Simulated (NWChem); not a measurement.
Basis-set convergence for CH$_{4}$SSn

```xyz
7

Sn     0.1866     0.1048     0.5608
C      1.5580     0.9373    -0.9850
H      1.6028     2.0339    -0.8683
H      1.2450     0.6976    -2.0117
H      2.5752     0.5459    -0.8144
S     -1.3658    -0.8008    -1.1364
H     -2.2481    -1.3290    -0.2549
```
Charge 0, spin multiplicity 1.

The numbers come from NWChem runs, not from measurements. All single points use one geometry, from B3LYP/def2-SVP with def2 effective core potentials on Sn, a minimum by its harmonic frequencies. It is one conformer; others weren't searched.

Quantity: dipole moment at the level B3LYP.

Effective core potentials replace the inner electrons of Sn; spin-orbit coupling is left out. B3LYP has NWChem's definition, with VWN1-RPA local correlation. The structure started from a generated list of species.

Relative cost: rough, from shared machines, SCF included, def2-SVP = 1.

```csv
basis,functions,dipole moment (D),relative cost
def2-SVP,78,?,1
def2-SVPD,111,?,under 3
def2-TZVP,142,1.91,3
def2-TZVPD,175,1.92,9
def2-TZVPP,179,?,6
```

Task: What belongs in the gaps?

Result: 
- def2-SVP, dipole moment (D): 1.60
- def2-SVPD, dipole moment (D): 1.94
- def2-TZVPP, dipole moment (D): 1.90
